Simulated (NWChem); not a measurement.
AlN$_{2}$H$_{4}$Cl; SMILES [NH2][Al]([NH2])[Cl]

```xyz
8

Al     0.0000     0.0000    -0.4233
Cl     0.0000     0.0000     1.6859
N      0.0000    -1.5559    -1.2548
H      0.0000    -2.4494    -0.7772
H      0.0000    -1.6964    -2.2579
N      0.0000     1.5559    -1.2548
H      0.0000     1.6964    -2.2579
H      0.0000     2.4494    -0.7772
```
Atoms are numbered in this order, from 1.

Program: NWChem. Pople sets run with spherical d functions. The geometry was optimised at PBE0/def2-SVP. GIAO values for the isolated, static molecule; σ is the absolute isotropic shielding, δ = σ(reference) − σ with the isolated reference molecule computed at the same levels (1H: tetramethylsilane, 15N: ammonia).

```csv
level,σ Al1 (ppm),σ Cl2 (ppm),δ N3 (ppm),δ H4 (ppm),δ H5 (ppm)
Hartree-Fock/6-31G*,502.8,1078.0,-0.1,-0.18,-0.31
B3LYP/6-31G*,466.4,1038.1,7.3,-0.35,-0.45
PBE0/pcSseg-1,414.4,1021.7,8.8,0.27,0.15
KT2/pcSseg-1,417.9,1010.7,10.5,0.25,0.15
```
